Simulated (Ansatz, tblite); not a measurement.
Removing and adding an electron: In₁₄As₁₄H₃₄, a nanocrystal cut from wurtzite InAs (hydrogen-capped). Total charge 0; singlet. Geometry: PBE-D4/def2-SVP. Ansatz, gas phase; energy differences of separate SCF runs; the oxidised species was run as a doublet alone; the reduced species was run as a doublet alone.

Cartesian coordinates in Å:
```
As 3.648 3.839 1.593
In 2.292 5.283 -0.340
In -0.716 4.598 3.112
As 0.021 4.133 0.528
In 4.048 1.190 1.385
As 4.695 1.188 -1.265
In 0.906 0.564 3.862
As -1.312 2.003 3.742
As 1.613 0.184 1.322
In -0.032 1.596 -0.210
In 3.110 0.028 -3.123
As 0.838 1.368 -2.755
In -3.338 0.975 2.359
As -2.472 0.615 -0.121
In -4.157 2.285 -1.394
In -0.956 0.441 -4.512
As -3.141 1.890 -3.942
As 0.161 -1.976 4.495
In 1.722 -2.393 0.615
As 2.398 -2.288 -2.015
In -1.595 -3.465 3.057
As -3.557 -1.607 3.220
As -0.756 -3.340 0.564
In -2.542 -1.945 -0.845
In 0.723 -3.421 -3.771
As -1.430 -1.905 -3.326
In -0.798 -5.982 0.021
As 0.108 -5.749 -2.585
H 4.983 4.451 2.019
H 2.931 4.031 2.929
H 2.397 6.958 0.104
H 2.843 4.531 -1.817
H 0.781 4.927 3.947
H -2.190 5.516 3.114
H -1.105 4.680 -0.352
H 5.306 0.475 2.345
H 4.872 2.638 -1.710
H 6.143 0.751 -1.487
H 2.164 1.115 4.939
H -1.806 2.030 5.192
H 3.824 -0.005 -4.708
H 1.171 2.793 -3.201
H -4.871 1.775 2.583
H -3.681 3.920 -1.031
H -5.749 1.592 -1.458
H -0.462 0.404 -6.180
H -2.940 3.211 -4.686
H -4.211 1.345 -4.889
H -0.217 -2.067 5.975
H 1.448 -2.793 4.604
H 2.892 -3.317 1.526
H 3.666 -3.136 -2.148
H -1.990 -4.966 3.846
H -4.164 -1.662 4.623
H -4.761 -2.206 2.496
H -4.132 -2.667 -0.873
H 1.290 -3.525 -5.414
H -2.478 -2.538 -4.246
H 0.519 -6.756 0.854
H -2.447 -6.507 -0.151
H 1.315 -6.651 -2.844
H -0.824 -6.455 -3.571
```

In the def2 sets In takes a core potential; there is no spin–orbit coupling. The xTB rows come from tblite. Single mean-field runs in def2-SVP are fitted with def2-universal-jkfit. HOMO above LUMO, or a gap near zero within one spin, warns that the state may not be the lowest or that an electron is smeared out.

(1) Estimate orbital energies and vertical ionisation energies and electron affinities at: GFN1-xTB; GFN2-xTB; PBE-D4/def2-SVP; r2SCANh-D4/def2-SVP; PBE0-D4/def2-SVP.

Results:

(1) 
| level | −HOMO (eV) | vertical IE (eV) | −LUMO (eV) | vertical EA (eV) | HOMO–LUMO gap (eV) | IE − EA (eV) | remarks |
| --- | --- | --- | --- | --- | --- | --- | --- |
| GFN1-xTB | 9.19 | 10.28 | 6.76 | 5.69 | 2.43 | 4.59 | – |
| GFN2-xTB | 10.05 | 11.16 | 7.40 | 6.26 | 2.65 | 4.90 | – |
| PBE-D4/def2-SVP | 5.52 | 6.83 | 2.57 | 1.45 | 2.95 | 5.37 | gap within one spin near zero (+1 doublet), gap within one spin near zero (-1 doublet) |
| r2SCANh-D4/def2-SVP | 6.05 | 7.14 | 2.16 | 1.18 | 3.89 | 5.96 | – |
| PBE0-D4/def2-SVP | 6.40 | 7.29 | 1.89 | 1.16 | 4.51 | 6.13 | – |

   Raw xTB energy differences between charge states are shifted by several eV; the methods need an empirical correction for them. Sets without diffuse functions give affinities that are too small.
